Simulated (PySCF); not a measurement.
AlN, triplet, at a GFN2-xTB geometry (such geometries of metal compounds can be far from the true shape). Base run: M062X/def2-TZVP run with PySCF.

Input for PySCF:
```python
from pyscf import gto, scf, dft, solvent

mol = gto.Mole()
mol.atom = '''
    Al   -0.00000000   -0.00000000   -0.59733437
    N     0.00000000    0.00000000    1.10933526
'''
mol.basis = 'def2-tzvp'
mol.spin = 2
mol.verbose = 4
mol.build()

mf = dft.UKS(mol)
mf.xc = 'm062x'
mf.kernel()
mf.analyze()
```

Variants of this job, named by their change:

```tsv
change	ΔE vs base (kJ/mol)	dipole (D)
base	0.00	2.51
model = ddCOSMO; solvent = tetrahydrofuran	-17.81	4.27
model = IEF-PCM; solvent = n-hexane	-9.47	3.21
model = COSMO; solvent = tetrahydrofuran	-24.88	4.93
model = IEF-PCM; solvent = tetrahydrofuran	-25.75	5.06
model = IEF-PCM; solvent = toluene	-12.73	3.49
model = IEF-PCM; solvent = tetrahydrofuran; vdw_scale = 1.1	-38.9	5.93
model = IEF-PCM; solvent = tetrahydrofuran; r_probe = 0.5	-10.18	3.47
model = IEF-PCM; solvent = tetrahydrofuran; vdw_scale = 1.0	-60.7	6.79
model = SS(V)PE; solvent = tetrahydrofuran	-25.73	5.06
model = IEF-PCM; solvent = tetrahydrofuran; lebedev_order = 41	-25.81	5.07
model = IEF-PCM; solvent = methanol	-33.8	5.83
```

The base is the gas phase, so ΔE is the electrostatic part of solvation at a fixed geometry, without cavity and dispersion terms.

Open shells are given as the SCF converged; they aren't shown to be the lowest states, and a large step between rows can be another state.
